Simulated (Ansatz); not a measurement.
A series at Si: from `C#C[Si](C#C)(C#C)C#C`, ligands are replaced one by one, each step taking up HCl and setting free `C#C`; n counts the steps. Ansatz, PBE0-D4/def2-TZVP geometries.

CBS adds triple-zeta CCSD(T) − MP2 to the MP2 limit, frozen cores; atoms without spin–orbit coupling. 

| n | molecule | atomization energy, CCSD(T)/CBS (kJ/mol) |
| --- | --- | --- |
| 0 | `C#C[Si](C#C)(C#C)C#C` | 6343.7 |
| 1 | `C#C[Si](Cl)(C#C)C#C` | 5165.2 |
| 2 | `C#C[Si](Cl)(Cl)C#C` | 3985.8 |
| 3 | `C#C[Si](Cl)(Cl)Cl` | 2804.4 |
| 4 | `Cl[Si](Cl)(Cl)Cl` | ? |

By hand: fit a straight line y = ȳ + b (n − n̄) to the 4 given rows and predict n = 4.

n̄ = 1.500, ȳ = 4574.77; Σ(n − n̄)(y − ȳ) = -5898.65, Σ(n − n̄)² = 5.000, so b = -1179.73 kJ/mol a step. Prediction: 4574.77 + (-1179.73) × (2.500) = 1625.4 kJ/mol.

By hand: compare with the computed value, 1619.8 kJ/mol, and give the steps along the whole series.

The line misses by -5.6 kJ/mol (computed minus predicted). Steps: -1178.5, -1179.4, -1181.4, -1184.6 kJ/mol.

The steps differ by at most 6.1 kJ/mol, 0.5 % of a mean step, so the ligands' effects nearly add and a line is close. The miss is 0.1 % of the series' range. The energies themselves are unsure by some kJ/mol a bond, though much of that is common to the series.
